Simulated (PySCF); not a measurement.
An unknown shows these calculated signals:

1H NMR (300 MHz, computed): δ 4.47 (m, 2H), 4.01 (m, 2H), 2.38 (m, 1H), 1.31 (m, 2H), 1.23 (m, 2H), 1.22 (m, 2H).

13C{1H} NMR (computed): δ 247.2 (C), 210.0 (C), 18.7 (CH2), 14.9 (CH).

- structure optimised with GFN2-xTB
- NMR shieldings at PBE0/pcSseg-1/GIAO
- program: PySCF 2.14.0 with density-fitted response routines
- a single conformation, rapidly exchanging positions averaged, no relativistic terms, gas phase

Shifts are taken against calculated references (same method and geometry level): 1H (31.72 ppm), 13C (186.93 ppm) vs TMS.

Problem. Which of these does the molecule contain: a benzene ring, a ketone, a Si–H bond, a CH3CH2 unit, a three-membered ring, a methoxy group?

Solution. 
- A benzene ring: no.
- A ketone: yes (δC 210.0).
- A Si–H bond: yes (δH 4.01 (m)).
- A CH3CH2 unit: no.
- A three-membered ring: yes.
- A methoxy group: no.

The data belong to SMILES O=C([SiH2][SiH2]P)C(=O)C1CC1, C$_{5}$H$_{11}$O$_{2}$PSi$_{2}$; they needn't prove each group on their own.

Carbon signals by region: 2 in the far downfield region (above 160 ppm), 2 below 50 ppm. Above 160 ppm: 247.2, carbonyl carbon, 210.0, ketone carbonyl carbon.

Splittings by 31P in the carbon and heteronuclear signals aren't shown, as no couplings were computed. Shifts are as computed. Against solution values, carbons near 30 ppm lie about +3 ppm off and those near 130 ppm about +5 ppm. Of 1211 compounds with measured shifts, 218 miss one by over three times the rms of a fit or turn the order of signals round; such compounds aren't used in these exercises. No couplings were computed; multiplicities are counted from neighbouring protons, with m where these are inequivalent, close in shift, in a saturated or five-membered ring or joined by F or P, and br s for small geminal =CH2 splittings.
